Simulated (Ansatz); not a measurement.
Relaxation of the cluster Mo5Se10 with RKS PBE-D4/def2-SVP.

```sh
$ ansatz run in.yaml --threads 2 --pin off --events-out ev --progress --plain --max-ram 22528MiB --backend cuda --devices 0, --max-vram 18GiB
```

```yaml
crystal:
  periodic: [false, false, false]
  atoms:
    - {symbol: Mo, position_ang: [-1.982360, -4.136520, 0.126710]}
    - {symbol: Mo, position_ang: [2.720910, 1.488210, 0.188110]}
    - {symbol: Mo, position_ang: [1.396220, 2.566480, -1.646390]}
    - {symbol: Mo, position_ang: [-2.903040, -1.814570, 0.249830]}
    - {symbol: Mo, position_ang: [0.392940, 0.483270, -0.626840]}
    - {symbol: Se, position_ang: [1.872780, -1.437910, -0.490380]}
    - {symbol: Se, position_ang: [2.033550, 5.107780, 1.236930]}
    - {symbol: Se, position_ang: [0.115210, -3.168660, -0.209420]}
    - {symbol: Se, position_ang: [-3.499050, -5.795720, 0.283390]}
    - {symbol: Se, position_ang: [-1.916380, 0.117270, -1.526320]}
    - {symbol: Se, position_ang: [1.123340, 4.836840, -0.832280]}
    - {symbol: Se, position_ang: [4.087360, -0.362460, 0.304260]}
    - {symbol: Se, position_ang: [3.499360, 3.332070, 1.488220]}
    - {symbol: Se, position_ang: [-5.127940, -1.579200, 0.667870]}
    - {symbol: Se, position_ang: [-1.812910, 0.363120, 0.786300]}
basis:
  gaussian: {orbitals: def2-SVP, fitting: {mean_field: def2-universal-jkfit}}
hamiltonian: {xc: pbe, dispersion: d4}
scf: {lower_state_search: "off"}
output: {orbitals: {seedname: orbitals}}
relax: {f_tol: 0.03, max_steps: 70}
```

It took 3.8 min on 2 threads of AMD EPYC 7R13 on a shared host and a share (18 GiB) of an NVIDIA H100 80GB HBM3, peak host memory 1.2 GiB.

Positions (Å) and forces (eV/Å) at steps 1, 2, 3, 4, 5, 6, 7, 8, 9, 10, 11, 12, 13, 14, 15, 16, 17, 18, 19 of 49:

```xyz
15
step=1 energy=-662614.0692 eV
Mo   -1.982   -4.137    0.127   -0.537    1.694    0.179
Mo    2.721    1.488    0.188   -1.995    1.205   -0.994
Mo    1.396    2.566   -1.646    0.786   -3.102    1.318
Mo   -2.903   -1.815    0.250    0.215   -0.732   -0.478
Mo    0.393    0.483   -0.627    0.656    0.665   -0.284
Se    1.873   -1.438   -0.490    0.664    0.817   -0.293
Se    2.034    5.108    1.237   -0.067    0.592    0.999
Se    0.115   -3.169   -0.209   -0.700   -0.442   -0.098
Se   -3.499   -5.796    0.283   -0.595   -0.321    0.043
Se   -1.916    0.117   -1.526   -0.660   -0.375   -1.279
Se    1.123    4.837   -0.832   -0.643   -0.020   -0.693
Se    4.087   -0.362    0.304    1.297   -0.201   -0.255
Se    3.499    3.332    1.488    0.601   -0.012    0.348
Se   -5.128   -1.579    0.668    0.734   -0.497   -0.137
Se   -1.813    0.363    0.786    0.243    0.729    1.624
15
step=2 energy=-662615.2260 eV
Mo   -2.053   -4.054    0.143   -0.212    0.229    0.130
Mo    2.652    1.524    0.184   -0.151    0.176    0.411
Mo    1.444    2.386   -1.591    0.514   -0.738    0.188
Mo   -2.859   -1.814    0.208    0.107    0.404   -0.310
Mo    0.391    0.484   -0.635   -0.515   -0.567   -0.089
Se    1.922   -1.386   -0.517    0.744    0.636   -0.093
Se    2.013    5.127    1.272   -0.129    0.034    0.146
Se    0.073   -3.161   -0.228   -0.520   -0.206   -0.104
Se   -3.546   -5.781    0.290   -0.221    0.140   -0.009
Se   -1.959    0.099   -1.550   -0.335   -0.172   -0.077
Se    1.093    4.763   -0.847   -0.309   -0.338   -0.178
Se    4.170   -0.302    0.262    0.358    0.212   -0.465
Se    3.523    3.347    1.511    0.191    0.205    0.186
Se   -5.063   -1.640    0.651    0.258   -0.430   -0.064
Se   -1.799    0.408    0.845    0.219    0.414    0.327
15
step=3 energy=-662615.9304 eV
Mo   -2.101   -3.983    0.164    0.005    0.047    0.107
Mo    2.639    1.508    0.301   -0.179   -0.460    0.271
Mo    1.517    2.225   -1.536    0.407    0.257    0.169
Mo   -2.824   -1.731    0.168   -0.266    0.125    0.112
Mo    0.351    0.377   -0.640    0.094   -0.617    0.245
Se    2.055   -1.333   -0.540    0.327    0.338   -0.015
Se    1.944    5.100    1.257   -0.128   -0.133    0.004
Se    0.025   -3.111   -0.267   -0.336    0.040   -0.154
Se   -3.610   -5.706    0.294   -0.117    0.159   -0.039
Se   -2.033    0.104   -1.535   -0.092    0.178   -0.008
Se    1.011    4.632   -0.866   -0.165   -0.656   -0.161
Se    4.298   -0.226    0.137   -0.070    0.456   -0.330
Se    3.537    3.390    1.558    0.042    0.231   -0.008
Se   -5.028   -1.754    0.628    0.252   -0.228   -0.078
Se   -1.782    0.507    0.876    0.226    0.263   -0.114
15
step=4 energy=-662616.4637 eV
Mo   -2.131   -3.927    0.197   -0.151    0.235    0.070
Mo    2.587    1.447    0.435   -0.107   -0.616    0.375
Mo    1.594    2.130   -1.469    0.302    0.271   -0.128
Mo   -2.817   -1.659    0.182   -0.065   -0.151    0.143
Mo    0.386    0.264   -0.604   -0.070   -0.202    0.301
Se    2.185   -1.325   -0.546    0.321   -0.081    0.077
Se    1.848    5.043    1.231   -0.091   -0.110    0.019
Se   -0.044   -3.031   -0.345   -0.088    0.252   -0.143
Se   -3.661   -5.636    0.281   -0.049    0.093   -0.045
Se   -2.032    0.155   -1.528    0.035    0.267    0.045
Se    0.910    4.466   -0.883   -0.173   -0.567   -0.091
Se    4.379   -0.115    0.018   -0.073    0.451   -0.269
Se    3.535    3.424    1.543   -0.148    0.098   -0.132
Se   -5.015   -1.832    0.619    0.166   -0.079   -0.035
Se   -1.724    0.593    0.870    0.191    0.140   -0.187
15
step=5 energy=-662616.9346 eV
Mo   -2.151   -3.874    0.213   -0.190    0.245    0.001
Mo    2.521    1.337    0.550    0.098   -0.179    0.092
Mo    1.680    2.055   -1.437    0.042   -0.223    0.458
Mo   -2.795   -1.604    0.197    0.066   -0.122    0.050
Mo    0.418    0.184   -0.553    0.018    0.085   -0.115
Se    2.285   -1.348   -0.509    0.421   -0.276    0.152
Se    1.759    5.008    1.211   -0.045   -0.137   -0.038
Se   -0.100   -2.917   -0.396    0.101    0.392   -0.086
Se   -3.674   -5.592    0.259   -0.043    0.085   -0.022
Se   -2.015    0.236   -1.517    0.052    0.256    0.081
Se    0.819    4.293   -0.880   -0.242   -0.461   -0.201
Se    4.435   -0.006   -0.108   -0.298    0.391   -0.258
Se    3.475    3.422    1.492   -0.223   -0.156   -0.044
Se   -4.988   -1.854    0.616    0.084   -0.071    0.003
Se   -1.671    0.660    0.862    0.159    0.170   -0.071
15
step=6 energy=-662617.3856 eV
Mo   -2.159   -3.807    0.196   -0.190    0.075   -0.003
Mo    2.461    1.246    0.658    0.375   -0.153   -0.202
Mo    1.726    1.983   -1.364    0.087   -0.632    0.570
Mo   -2.762   -1.548    0.200    0.082    0.121   -0.054
Mo    0.459    0.095   -0.544   -0.158    0.126   -0.263
Se    2.378   -1.420   -0.439    0.450   -0.003    0.253
Se    1.691    4.934    1.147   -0.151   -0.010   -0.114
Se   -0.125   -2.771   -0.411    0.198    0.314   -0.120
Se   -3.673   -5.537    0.243   -0.013    0.151    0.000
Se   -1.997    0.343   -1.499    0.127    0.173    0.230
Se    0.695    4.149   -0.925   -0.127   -0.281    0.020
Se    4.434    0.111   -0.258   -0.577    0.270   -0.224
Se    3.408    3.372    1.512   -0.302   -0.181   -0.012
Se   -4.945   -1.876    0.622    0.035   -0.114    0.021
Se   -1.590    0.725    0.862    0.164    0.145   -0.100
15
step=7 energy=-662617.7836 eV
Mo   -2.160   -3.737    0.171   -0.183    0.082    0.012
Mo    2.450    1.151    0.720    0.175   -0.021    0.084
Mo    1.780    1.876   -1.306    0.135   -0.395    0.354
Mo   -2.738   -1.488    0.193    0.073    0.228   -0.053
Mo    0.475    0.023   -0.560   -0.026    0.100   -0.091
Se    2.447   -1.465   -0.329    0.455    0.125    0.151
Se    1.616    4.946    1.112   -0.145   -0.300   -0.351
Se   -0.113   -2.678   -0.446    0.103    0.044   -0.137
Se   -3.679   -5.466    0.242    0.002    0.128   -0.001
Se   -1.976    0.440   -1.471    0.097    0.078    0.196
Se    0.645    4.000   -0.926   -0.238    0.004   -0.014
Se    4.397    0.193   -0.432   -0.570    0.122   -0.248
Se    3.275    3.335    1.531   -0.108   -0.197    0.184
Se   -4.906   -1.916    0.631    0.078   -0.110    0.015
Se   -1.513    0.786    0.869    0.151    0.112   -0.102
15
step=8 energy=-662618.1123 eV
Mo   -2.177   -3.672    0.158   -0.029    0.237   -0.003
Mo    2.436    1.104    0.804    0.144   -0.295    0.271
Mo    1.822    1.823   -1.224    0.005   -0.291   -0.201
Mo   -2.715   -1.423    0.189    0.067    0.163   -0.010
Mo    0.495   -0.011   -0.552    0.026    0.060    0.065
Se    2.508   -1.478   -0.253    0.366    0.268    0.076
Se    1.575    4.850    1.023   -0.202   -0.043   -0.284
Se   -0.097   -2.651   -0.494   -0.037   -0.098   -0.095
Se   -3.682   -5.413    0.243   -0.059    0.060   -0.004
Se   -1.942    0.500   -1.447    0.044    0.079    0.045
Se    0.549    3.917   -0.996    0.103   -0.077    0.246
Se    4.310    0.284   -0.582   -0.444    0.012   -0.198
Se    3.233    3.280    1.622   -0.234   -0.025    0.121
Se   -4.864   -1.955    0.637    0.124   -0.120    0.012
Se   -1.451    0.846    0.872    0.127    0.070   -0.042
15
step=9 energy=-662618.3461 eV
Mo   -2.205   -3.595    0.157    0.025    0.438    0.010
Mo    2.425    1.043    0.865    0.213   -0.060    0.110
Mo    1.863    1.720   -1.203   -0.052    0.134    0.006
Mo   -2.680   -1.342    0.192    0.092    0.031   -0.043
Mo    0.505   -0.059   -0.528   -0.054   -0.213    0.107
Se    2.577   -1.471   -0.209    0.208    0.212   -0.023
Se    1.516    4.844    0.973   -0.033   -0.234   -0.278
Se   -0.081   -2.675   -0.545   -0.068   -0.076   -0.072
Se   -3.701   -5.351    0.247   -0.127   -0.009   -0.010
Se   -1.908    0.562   -1.438    0.058    0.052   -0.033
Se    0.544    3.816   -1.002    0.052   -0.042    0.084
Se    4.220    0.359   -0.733   -0.208   -0.069   -0.048
Se    3.115    3.249    1.705   -0.303   -0.060    0.088
Se   -4.796   -2.014    0.650    0.104   -0.189    0.044
Se   -1.394    0.913    0.866    0.095    0.086    0.059
15
step=10 energy=-662618.5499 eV
Mo   -2.242   -3.479    0.162    0.253    0.445    0.000
Mo    2.459    0.976    0.917    0.033    0.184   -0.006
Mo    1.869    1.657   -1.147   -0.216    0.263   -0.259
Mo   -2.649   -1.234    0.193   -0.229   -0.132    0.009
Mo    0.517   -0.118   -0.471   -0.025   -0.210    0.156
Se    2.653   -1.454   -0.212    0.149   -0.183   -0.006
Se    1.444    4.793    0.875    0.096   -0.059   -0.023
Se   -0.078   -2.707   -0.616    0.022    0.016   -0.134
Se   -3.748   -5.253    0.235   -0.155   -0.026   -0.024
Se   -1.844    0.640   -1.424    0.024    0.027    0.024
Se    0.507    3.741   -1.059    0.001   -0.161    0.003
Se    4.177    0.395   -0.830    0.179   -0.130    0.048
Se    2.952    3.201    1.801   -0.240    0.013    0.122
Se   -4.691   -2.152    0.694    0.065   -0.048    0.075
Se   -1.327    0.993    0.883    0.042    0.001    0.016
15
step=11 energy=-662618.7252 eV
Mo   -2.219   -3.364    0.164    0.550    0.556   -0.130
Mo    2.474    0.984    0.890    0.087    0.085   -0.128
Mo    1.856    1.627   -1.186    0.164   -0.042    0.075
Mo   -2.691   -1.152    0.206   -0.415   -0.286    0.186
Mo    0.555   -0.175   -0.447   -0.151   -0.228    0.079
Se    2.732   -1.497   -0.189   -0.045    0.075    0.069
Se    1.380    4.764    0.823    0.098    0.026    0.047
Se   -0.050   -2.722   -0.741    0.048   -0.081   -0.176
Se   -3.774   -5.127    0.220   -0.073    0.096   -0.012
Se   -1.789    0.667   -1.406   -0.022   -0.058    0.016
Se    0.451    3.667   -1.079   -0.062   -0.087   -0.034
Se    4.200    0.366   -0.848    0.077    0.028    0.050
Se    2.793    3.185    1.913   -0.254   -0.116   -0.105
Se   -4.659   -2.230    0.780   -0.052    0.093    0.062
Se   -1.260    1.008    0.899    0.049   -0.062   -0.001
15
step=12 energy=-662619.0542 eV
Mo   -2.132   -3.216    0.153    0.635    1.144   -0.347
Mo    2.492    0.963    0.881   -0.110    0.056    0.050
Mo    1.855    1.580   -1.193    0.199   -0.177    0.090
Mo   -2.793   -1.079    0.264    0.071   -0.373    0.245
Mo    0.560   -0.242   -0.420   -0.212   -0.134   -0.028
Se    2.785   -1.506   -0.166   -0.078    0.030    0.099
Se    1.340    4.755    0.772    0.094   -0.070    0.020
Se    0.030   -2.765   -0.913   -0.065   -0.185   -0.062
Se   -3.753   -4.955    0.202   -0.070    0.307    0.082
Se   -1.778    0.647   -1.382   -0.073   -0.144    0.020
Se    0.416    3.595   -1.097   -0.075   -0.066   -0.029
Se    4.242    0.357   -0.838   -0.013    0.071   -0.028
Se    2.652    3.157    1.957   -0.166   -0.121   -0.138
Se   -4.692   -2.286    0.860   -0.171   -0.293    0.001
Se   -1.225    0.993    0.920    0.034   -0.046    0.025
15
step=13 energy=-662619.4035 eV
Mo   -2.040   -3.049    0.115    0.621    0.903   -0.423
Mo    2.473    0.938    0.888   -0.086    0.009   -0.009
Mo    1.849    1.528   -1.192    0.042   -0.157    0.071
Mo   -2.856   -1.015    0.335    0.665   -0.413    0.056
Mo    0.541   -0.300   -0.413   -0.187   -0.008    0.015
Se    2.806   -1.515   -0.139   -0.029    0.007    0.124
Se    1.324    4.736    0.730    0.127   -0.133    0.024
Se    0.120   -2.812   -1.040   -0.365    0.110    0.104
Se   -3.715   -4.774    0.209   -0.119    0.372    0.168
Se   -1.790    0.623   -1.360   -0.082   -0.098   -0.002
Se    0.392    3.536   -1.108   -0.064   -0.058   -0.026
Se    4.243    0.357   -0.837   -0.059    0.014    0.031
Se    2.563    3.126    1.988   -0.195   -0.090   -0.152
Se   -4.707   -2.370    0.891   -0.339   -0.458   -0.001
Se   -1.202    0.989    0.934    0.071   -0.001    0.019
15
step=14 energy=-662619.6537 eV
Mo   -1.924   -2.922    0.056    0.735   -0.639   -0.154
Mo    2.434    0.908    0.897    0.047    0.013    0.076
Mo    1.834    1.483   -1.188   -0.024    0.052   -0.141
Mo   -2.811   -1.028    0.392    0.137    0.530    0.094
Mo    0.508   -0.318   -0.402   -0.206   -0.065    0.040
Se    2.796   -1.526   -0.093    0.061    0.002    0.135
Se    1.333    4.705    0.695    0.079   -0.034   -0.041
Se    0.163   -2.781   -1.143    0.009    0.290   -0.255
Se   -3.701   -4.586    0.260    0.022   -0.261    0.000
Se   -1.817    0.601   -1.345   -0.026    0.031    0.005
Se    0.372    3.492   -1.118   -0.063   -0.051   -0.033
Se    4.219    0.345   -0.827   -0.011   -0.100    0.061
Se    2.493    3.088    1.990   -0.150   -0.052    0.006
Se   -4.709   -2.462    0.877   -0.683    0.241    0.195
Se   -1.189    1.003    0.948    0.073    0.041    0.013
15
step=15 energy=-662619.8183 eV
Mo   -1.786   -2.953    0.038   -0.042    0.482    0.065
Mo    2.419    0.900    0.899   -0.033    0.021   -0.063
Mo    1.822    1.469   -1.195    0.064   -0.082    0.036
Mo   -2.737   -1.066    0.424    0.353   -0.371   -0.005
Mo    0.486   -0.326   -0.390   -0.146    0.007    0.065
Se    2.789   -1.545   -0.025   -0.005   -0.019    0.091
Se    1.332    4.674    0.650    0.055    0.069   -0.062
Se    0.197   -2.706   -1.323   -0.091    0.146   -0.160
Se   -3.702   -4.495    0.301    0.003    0.004    0.023
Se   -1.826    0.614   -1.321   -0.091   -0.111    0.048
Se    0.331    3.454   -1.142   -0.011   -0.038    0.023
Se    4.211    0.305   -0.802   -0.031   -0.086    0.001
Se    2.407    3.062    2.017   -0.156   -0.036    0.019
Se   -4.774   -2.412    0.903    0.145    0.117   -0.072
Se   -1.167    1.025    0.967   -0.013   -0.103   -0.007
15
step=16 energy=-662619.9248 eV
Mo   -1.682   -2.935    0.038    0.222   -0.093   -0.212
Mo    2.399    0.885    0.901   -0.094    0.195   -0.054
Mo    1.815    1.436   -1.201    0.048   -0.034    0.130
Mo   -2.642   -1.087    0.473   -0.224   -0.144    0.162
Mo    0.453   -0.333   -0.373   -0.015   -0.031    0.041
Se    2.759   -1.577    0.049   -0.095   -0.044    0.009
Se    1.357    4.705    0.598    0.060   -0.157   -0.098
Se    0.179   -2.619   -1.496   -0.164    0.040    0.053
Se   -3.673   -4.428    0.325    0.314   -0.061   -0.091
Se   -1.854    0.602   -1.297   -0.068   -0.055    0.006
Se    0.324    3.421   -1.136   -0.030    0.044   -0.020
Se    4.186    0.236   -0.790   -0.008   -0.093   -0.013
Se    2.282    3.042    2.028   -0.088   -0.040    0.052
Se   -4.744   -2.380    0.892    0.080    0.388    0.019
Se   -1.160    1.033    0.987    0.063    0.085    0.014
15
step=17 energy=-662620.0305 eV
Mo   -1.536   -2.913    0.023    0.532   -0.171   -0.361
Mo    2.348    0.885    0.912    0.064    0.014   -0.162
Mo    1.788    1.419   -1.194    0.114   -0.138    0.158
Mo   -2.523   -1.105    0.554   -0.192    0.198    0.122
Mo    0.398   -0.326   -0.351    0.175   -0.086    0.073
Se    2.661   -1.625    0.127   -0.152    0.043   -0.055
Se    1.412    4.632    0.511    0.048    0.024   -0.040
Se    0.180   -2.520   -1.666   -0.325   -0.042    0.182
Se   -3.554   -4.356    0.316   -0.022    0.192   -0.010
Se   -1.909    0.591   -1.261   -0.112   -0.044    0.003
Se    0.278    3.391   -1.190    0.040    0.056    0.110
Se    4.119    0.132   -0.771   -0.052   -0.006    0.097
Se    2.159    3.000    2.102   -0.165    0.000   -0.130
Se   -4.668   -2.292    0.883    0.025   -0.184    0.012
Se   -1.152    1.087    1.005    0.024    0.144   -0.001
15
step=18 energy=-662620.1268 eV
Mo   -1.378   -2.880   -0.008    0.302   -0.382   -0.190
Mo    2.327    0.868    0.929   -0.064    0.265   -0.105
Mo    1.794    1.381   -1.178    0.100   -0.071    0.126
Mo   -2.456   -1.143    0.642   -0.008    0.290   -0.034
Mo    0.359   -0.326   -0.321    0.223   -0.057   -0.011
Se    2.562   -1.671    0.164   -0.175   -0.004   -0.018
Se    1.498    4.669    0.424    0.011   -0.348    0.033
Se    0.153   -2.420   -1.835   -0.352    0.067    0.151
Se   -3.449   -4.260    0.285    0.132    0.098   -0.062
Se   -1.986    0.541   -1.226   -0.076   -0.035    0.160
Se    0.298    3.374   -1.185    0.032    0.069   -0.007
Se    4.090    0.031   -0.721   -0.002    0.045    0.084
Se    1.987    2.978    2.100    0.011    0.081   -0.060
Se   -4.641   -2.284    0.922   -0.023    0.022    0.057
Se   -1.158    1.142    1.007   -0.113   -0.042   -0.124
15
step=19 energy=-662620.2294 eV
Mo   -1.271   -2.906    0.000    0.317    0.124   -0.259
Mo    2.307    0.900    0.939    0.095   -0.036   -0.082
Mo    1.824    1.368   -1.182   -0.003   -0.006    0.145
Mo   -2.388   -1.182    0.678   -0.090    0.199    0.154
Mo    0.347   -0.304   -0.319   -0.153   -0.218   -0.039
Se    2.484   -1.672    0.196   -0.204    0.006    0.015
Se    1.557    4.606    0.370    0.026   -0.194    0.018
Se    0.034   -2.319   -1.951   -0.229   -0.005    0.104
Se   -3.383   -4.207    0.258    0.181   -0.017   -0.087
Se   -2.050    0.500   -1.211    0.068   -0.113    0.115
Se    0.310    3.353   -1.225    0.020    0.064    0.006
Se    4.085   -0.008   -0.649    0.032    0.091    0.116
Se    1.929    2.977    2.151   -0.053    0.097   -0.135
Se   -4.600   -2.275    0.958    0.039    0.124    0.045
Se   -1.186    1.171    0.986   -0.046   -0.114   -0.115
```

In the def2 sets Mo takes a core potential; there is no spin–orbit coupling. Single mean-field runs in def2-SVP are fitted with def2-universal-jkfit. The restricted singlet is unstable towards broken spin symmetry in Hartree–Fock (as tested in another run); at PBE-D4/def2-SVP this wasn't settled. Another isomer (singlet) lies 2.10 eV lower at PBE0-D4/def2-TZVP; other spin states weren't run for this one.
